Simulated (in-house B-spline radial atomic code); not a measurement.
Successive ionisation energies of krypton; each step leads to the configuration of the next row (after the last: [Ne] 3s2 3p6). Dirac energy differences include first-order Breit, QED and recoil terms. NIST's values go from ground level to ground level; the uncertainty of those that are theory runs from under 0.1 % in few-electron ions to several per cent in heavy many-electron ones. Computed with an all-electron radial atomic-structure program (B-spline basis): Dirac-Hartree-Fock, jj configuration that fills j = l - 1/2 first, finite nuclei.

A number in brackets counts the electrons of a j subshell.

```
  ion                    configuration  ionisation energy (eV)  tabulated value (eV)    tabulated kind  computed minus tabulated (eV)  highest orbital  largest mean radius (bohr)
   Kr                [Ar] 3d10 4s2 4p6                    13.0              13.99961          measured                           -1.0            4p3/2                      1.9586
  Kr+  [Ar] 3d10 4s2 4p1/2(2) 4p3/2(3)                    24.0              24.35984          measured                           -0.4            4p3/2                      1.8456
 Kr2+  [Ar] 3d10 4s2 4p1/2(2) 4p3/2(2)                    35.9                35.838          measured                            0.1            4p3/2                      1.7568
 Kr3+  [Ar] 3d10 4s2 4p1/2(2) 4p3/2(1)                    48.8                 50.85          measured                           -2.0            4p3/2                       1.683
 Kr4+           [Ar] 3d10 4s2 4p1/2(2)                    62.4                 64.69    semi-empirical                           -2.3            4p1/2                      1.6031
 Kr5+           [Ar] 3d10 4s2 4p1/2(1)                    77.5                 78.49    semi-empirical                           -1.0            4p1/2                      1.5452
 Kr6+                    [Ar] 3d10 4s2                   107.0                109.13  tabulated theory                           -2.2            4s1/2                      1.3837
 Kr7+                    [Ar] 3d10 4s1                   124.6               125.802          measured                           -1.2            4s1/2                      1.3482
 Kr8+                        [Ar] 3d10                   231.4                   233    semi-empirical                           -1.6            3d5/2                     0.54105
 Kr9+           [Ar] 3d3/2(4) 3d5/2(5)                   269.4                   268  tabulated theory                            1.4            3d5/2                     0.53085
Kr10+           [Ar] 3d3/2(4) 3d5/2(4)                   309.3                   308  tabulated theory                            1.3            3d5/2                     0.52383
Kr11+           [Ar] 3d3/2(4) 3d5/2(3)                   350.9                   350  tabulated theory                            0.9            3d5/2                     0.51683
Kr12+           [Ar] 3d3/2(4) 3d5/2(2)                   394.2                   391  tabulated theory                            3.2            3d5/2                     0.50987
Kr13+           [Ar] 3d3/2(4) 3d5/2(1)                   439.3                   446  tabulated theory                           -6.7            3d5/2                     0.50299
Kr14+                    [Ar] 3d3/2(4)                   489.8                   492  tabulated theory                           -2.2            3d3/2                      0.4962
Kr15+                    [Ar] 3d3/2(3)                   538.1                   540  tabulated theory                           -1.9            3d3/2                     0.48906
Kr16+                    [Ar] 3d3/2(2)                   588.1                   591  tabulated theory                           -2.9            3d3/2                     0.48268
Kr17+                    [Ar] 3d3/2(1)                   639.7                   640  tabulated theory                           -0.3            3d3/2                     0.47725
```

**Question.** Where is the largest jump?

**Answer.** From Kr7+ to Kr8+, by a factor of 1.86 (124.63 to 231.38 eV); the highest orbital goes from 4s1/2 to 3d5/2.

**Question.** How far is this level of theory from the measured and semi-empirical values?

**Answer.** Over those 8 rows the differences run from -2.31 to +0.108 eV (mean absolute value 1.2 eV). The calculation leaves out correlation and, in open shells, the multiplet splittings that an average leaves out.
